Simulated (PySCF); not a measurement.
Compound: C₅H₈GeO.
Atom-mapped SMILES: `[CH3:1][C:2]#[C:3][GeH2:4][C:5]([CH3:6])=[O:7]` (hydrogens: H8, H9, H10 on C1; H11, H12 on Ge4; H13, H14, H15 on C6)

Computed, not measured: PBE0-D3(BJ)/def2-SVP geometry optimisation, gas phase in PySCF 2.14.0.

**Question.** What internal coordinates does the optimisation give?

**Answer.** 
```
                  bond  length (pm)
                 C1–C2        145.2
                 C2≡C3        121.9
                C3–Ge4        189.6
                Ge4–C5        201.3
                 C5–C6        150.1
                 C5=O7        120.5
  C1–H8, C1–H9, C1–H10        110.1
      Ge4–H11, Ge4–H12        153.6
C6–H13, C6–H14, C6–H15        110.1
```

Bonds in one row agree within 1 pm and their mean is given. A selection of angles:
```
      angle  degrees
   C2–C1–H8    111.0
   H8–C1–H9    107.8
   C1–C2–C3    179.4
  C2–C3–Ge4    177.4
  C3–Ge4–C5    111.0
 C3–Ge4–H11    110.1
 C5–Ge4–H11    108.0
H11–Ge4–H12    109.9
  Ge4–C5–C6    119.4
  Ge4–C5–O7    117.1
   C6–C5–O7    123.5
  C5–C6–H13    109.6
 H13–C6–H14    110.4
 H13–C6–H15    106.0
 H14–C6–H15    110.6
```

Dihedral angles: C3–Ge4–C5–C6 -6° (synperiplanar). The mirror-image conformer, all signs reversed, is as good.

The C–C distances run from 1.219 Å (C2≡C3, drawn triple) to 1.501 Å (C5–C6, drawn single), a spread of 0.282 Å. Ge4 (germanium bonded to 2 C and 2 H) is tetrahedral (angles from 108.0° to 111.0°). The C–Ge distances run from 1.896 Å (C3–Ge4, drawn single) to 2.013 Å (Ge4–C5, drawn single), a spread of 0.117 Å.

Whether it is a minimum is left open (no frequencies). One conformer, not necessarily the lowest.
